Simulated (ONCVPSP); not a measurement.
# Reading a pseudo-wave (tin (Sn))

Columns: radius, all-electron u(r) and pseudo u(r) of the 4s shell (level -141.92 eV) of tin in the configuration [Ar] 3d10 4s2 4p6 4d10 5s2 5p1; PBE, scalar-relativistic, ONCV scheme, ONCVPSP 4.0.1.

| r (bohr) | all-electron | pseudo |
| --- | --- | --- |
| 0.080 | 0.4764 | 0.0485 |
| 0.160 | -0.1654 | 0.1266 |
| 0.240 | -0.7154 | 0.2530 |
| 0.320 | -0.5475 | 0.4298 |
| 0.400 | -0.0178 | 0.6410 |
| 0.480 | 0.5361 | 0.8583 |
| 0.560 | 0.9540 | 1.0493 |
| 0.640 | 1.1995 | 1.1862 |
| 0.720 | 1.2946 | 1.2525 |
| 0.800 | 1.2799 | 1.2463 |
| 0.880 | 1.1956 | 1.1783 |
| 0.960 | 1.0743 | 1.0682 |
| 1.040 | 0.9387 | 0.9373 |
| 1.120 | 0.8033 | 0.8030 |
| 1.200 | 0.6767 | 0.6765 |
| 1.280 | 0.5631 | 0.5629 |
| 1.360 | 0.4640 | 0.4638 |
| 1.440 | 0.3794 | 0.3793 |
| 1.520 | 0.3083 | 0.3082 |
| 1.600 | 0.2492 | 0.2491 |
| 1.680 | 0.2005 | 0.2004 |
| 1.760 | 0.1607 | 0.1607 |
| 1.840 | 0.1285 | 0.1284 |
| 1.920 | 0.1024 | 0.1024 |
| 2.000 | 0.0815 | 0.0814 |
| 2.080 | 0.0646 | 0.0646 |

Problem. How many radial nodes do the two functions have?

Solution. The all-electron 4s function has n − l − 1 = 3 (the table is too coarse to show those close to the nucleus); the pseudo-wave has 0, since the states of the same l below it are removed with the core.

Problem. At about which radius was the pseudo-wave matched?

Solution. 1.30 bohr. The columns agree to 0.0005 from 1.12 bohr on; several derivatives are matched, so the curves merge somewhat inside the radius.

Problem. Where does each function peak?

Solution. Outermost all-electron maximum near 0.72 bohr, pseudo maximum near 0.72 bohr (to the table’s step).

Problem. Is the pseudo-wave norm-conserving?

Solution. Yes: the ONCV scheme keeps the norm inside the radius equal to the all-electron one, which fixes the energy derivative of the logarithmic derivative at the level.
